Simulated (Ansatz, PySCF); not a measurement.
Noncovalent pair: HF (SMILES F) (first 2 atoms) with HI (SMILES I); geometry from B3LYP-D3(BJ)/def2-TZVP.
(charge 0, multiplicity 1):
```xyz
4

F     -0.0701     0.4750    -0.2412
H      0.0048     0.0346     0.5765
I      0.2129    -1.0362     2.9820
H      0.1742     0.4361     3.6486
```

Monomers are frozen at their geometry in the pair; levels with a basis set take the counterpoise correction.

Cores are frozen in the correlated methods. Filled d and f shells under p-block atoms count as core. CBS(a, b) extrapolates the correlation energy as X⁻³ and adds the Hartree–Fock energy of set b.

Programs: Ansatz (a program for electronic structure) with Gaussian orbitals; PySCF for the dispersion terms. Each number belongs to the level named beside it. In def2 rows elements past Kr take small-core potentials, without spin–orbit coupling.

PBE/def2-TZVPPD gives -3.16 kcal/mol for the interaction energy.

Q: Predict the shift from PBE, with its sign, for: PBE-D3(BJ)/def2-TZVPPD, r2SCAN/def2-TZVPPD, B3LYP/def2-TZVPPD, wB97M-V/def2-TZVPPD, B2PLYP/def2-TZVPPD, MP2/CBS(def2-TZVPPD, def2-QZVPPD), CCSD(T)/CBS(def2-TZVPPD, def2-QZVPPD).

A: PBE-D3(BJ)/def2-TZVPPD -0.51; r2SCAN/def2-TZVPPD 0.23; B3LYP/def2-TZVPPD 0.91; wB97M-V/def2-TZVPPD 0.47; B2PLYP/def2-TZVPPD 0.94; MP2/CBS(def2-TZVPPD, def2-QZVPPD) 0.67; CCSD(T)/CBS(def2-TZVPPD, def2-QZVPPD) 0.69 kcal/mol. 6 of 7 lie above PBE; the widest gap is to B2PLYP/def2-TZVPPD.
